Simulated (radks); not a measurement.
Task: Numerical settings for the sulfur ion S6+, [Ne]. All-electron calculation, non-relativistic Kohn-Sham, SCAN, spin-polarised, spherical densities, point nucleus; meta-GGA in the generalised Kohn-Sham scheme. Program: a radial shooting solver on a logarithmic mesh with Libxc functionals. The defaults (mesh step 0.008 in ln r, mesh end at 40 bohr or more with all orbitals vanishing there, Anderson mixing 0.5 over 9 steps, residual threshold near 1e-9 with the energy settled to 1e-9 hartree or 1e-11 of itself, here a cap of 75 iterations) give E = -388.016 hartree and 2p at -260.67 eV in 12 iterations. Run on one thread of a shared host, so times are rough (Arm Neoverse V1): 0.08 s of CPU time, 0.08 s wall, 12 iterations on 2476 mesh points. One setting is changed at a time: mesh step in ln r 0.02; mesh step in ln r 0.08; mesh step in ln r 0.012; mesh end (bohr) 1; mesh end (bohr) 3; residual threshold 1e-05; residual threshold 0.001; mixing 1.5; linear mixing, mixing 0.2; linear mixing, mixing 0.05; mixing history 3; iteration cap 3. Which runs fail to converge, and which converge to a wrong energy?

Result: Not converged within the cap: linear mixing, mixing 0.05; iteration cap 3. Settings that end as converged yet miss the energy by more than 1 mhartree: mesh step in ln r 0.02 (+0.00415 hartree); mesh step in ln r 0.08 (-0.0276 hartree); mesh end (bohr) 1 (+3.35 hartree).
